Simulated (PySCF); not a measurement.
Compound: C₄H₇O₃ (charge -1).
Numbering: `[CH3:1][CH2:2][CH2:3][O:4][C:5](=[O:6])[O-:7]` (hydrogens: H8, H9, H10 on C1; H11, H12 on C2; H13, H14 on C3)

The geometry is computed with GFN2-xTB (gas phase).

Q: List the bond lengths, angles and torsions at this level.

A: 
```tsv
bond	length (Å)	order
C1–C2	1.523	single
C2–C3	1.536	single
C3–O4	1.390	single
O4–C5	1.480	single
C5=O6, C5–O7	1.220	double/single
C1–H8, C1–H9, C1–H10	1.089	single
C2–H11, C2–H12	1.093	single
C3–H13, C3–H14	1.101	single
```

Bonds in one row agree within 0.01 Å and their mean is given. Orders are formal, as drawn. A selection of angles:
```tsv
angle	degrees
C2–C1–H8	108.7
C2–C1–H9	111.3
H8–C1–H9	109.1
H8–C1–H10	108.4
C1–C2–C3	111.2
C1–C2–H11	110.6
C1–C2–H12	109.8
C3–C2–H11	109.2
C3–C2–H12	107.2
H11–C2–H12	108.6
C2–C3–O4	112.6
C2–C3–H13	109.9
C2–C3–H14	108.4
O4–C3–H13	107.1
O4–C3–H14	109.7
H13–C3–H14	109.1
C3–O4–C5	116.1
O4–C5–O6	115.7
O4–C5–O7	111.6
O6–C5–O7	132.8
```

Torsions: C1–C2–C3–O4 -60° (synclinal); C2–C3–O4–C5 -86° (synclinal); C3–O4–C5–O6 -3° (synperiplanar). The mirror-image conformer, all signs reversed, is as good.

C5 (carbonate carbon) is planar (angles 132.8°, 115.7° and 111.6°, sum 360.0°, 0.00 Å off the plane of its three neighbours). O4 (oxygen singly bound to a carbonyl carbon) is bent (angle 116.1°). Of the pairs four or more bonds apart, O6···H14 is among the closest relative to their van der Waals radii: 2.26 Å, 83 % of the sum of Bondi's values. The 4 C–O bonds span 1.218 Å (C5–O7, drawn single in one of several resonance forms) to 1.480 Å (O4–C5, drawn single), a spread of 0.262 Å.

Point group: C1 (no symmetry element, even within 0.4 Å). Whether it is a minimum is left open (no frequencies).
